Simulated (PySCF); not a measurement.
## Bond curve of MnBr

Set-up: basis Mn def2-TZVPP, Br def2-TZVPP; no relativity; PySCF 2.14. Energies in eV from Mn (3d5 4s2) + Br in their ground configurations at the same level. State: ⁷Σ⁺ (septet), unpaired electrons σ ↑↑, π ↑↑, δ ↑↑.

```csv
R (Å),PBEsol,PBE0,BLYP
2.061,-3.161,-2.576,-2.207
2.157,-3.552,-3.042,-2.668
2.253,-3.745,-3.293,-2.922
2.325,-3.796,-3.380,-3.014
2.397,-3.790,-3.401,-3.045
2.469,-3.740,-3.374,-3.029
2.565,-3.625,-3.282,-2.956
2.685,-3.433,-3.108,-2.810
2.829,-3.163,-2.849,-2.590
3.020,-2.787,-2.472,-2.274
```

Task: Put a parabola through the three lowest points of the PBEsol curve and estimate Re, k and ωe (reduced mass 32.39 u; 1 eV/Å² = 0.16022 mdyn/Å; ωe = 1302.8·√(k/μ) cm⁻¹).

Result: Through R = 2.253, 2.325, 2.397 Å the second-order coefficient is 5.50 eV/Å², so Re ≈ 2.353 Å, k ≈ 1.76 mdyn/Å and ωe ≈ 304 cm⁻¹. A polynomial fit of higher order to the unrounded PBEsol energies gives Re = 2.351 Å, k = 1.61 mdyn/Å, ωe = 291 cm⁻¹; anharmonicity and rounding make the difference.

The higher-order fit for each curve: PBEsol: Re = 2.351 Å, ωe = 291 cm⁻¹, De = 3.80 eV; PBE0: Re = 2.390 Å, ωe = 285 cm⁻¹, De = 3.40 eV; BLYP: Re = 2.405 Å, ωe = 269 cm⁻¹, De = 3.05 eV.

The metal atom is held in its measured ground configuration; semilocal functionals can put another filling of s and d lower by some tenths of an eV, and De to that atom would be smaller. Spin–orbit coupling is left out. The state is the lowest single determinant that the PBE0 search found; with open d or f shells the true ground state can be another one.
